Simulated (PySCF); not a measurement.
**Zn: ionisation energy**

Zn [Ar] 3d10 4s2 (1S) → Zn⁺ [Ar] 3d10 4s1 (2S), as a difference of total energies. All numbers are calculated (PySCF 2.14, scalar relativity by spin-free X2C-1e, in aug-cc-pVDZ-DK (7s6p4d2f, 59 functions)). Correlated levels: valence: [Ar] frozen. The calculations carry no spin-orbit coupling.

| method | ionisation energy (eV) |
| --- | --- |
| UHF | 7.785 |
| M06-2X | 9.235 |
| BP86 | 9.803 |
| MP2 (valence) | 9.143 |
| SCS-MP2 (valence) | 9.159 |

Task: How much does correlation contribute at MP2 (valence)?

Result: 9.143 − (7.785) = 1.358 eV, measured against UHF.

Errors of the correlated levels include the incompleteness of this basis and the frozen core.

MP2 underrates the near-degeneracy of ns² with np² in the lower species.

For comparison: 9.394 eV (measured; NIST Atomic Spectra Database, ionization energies).
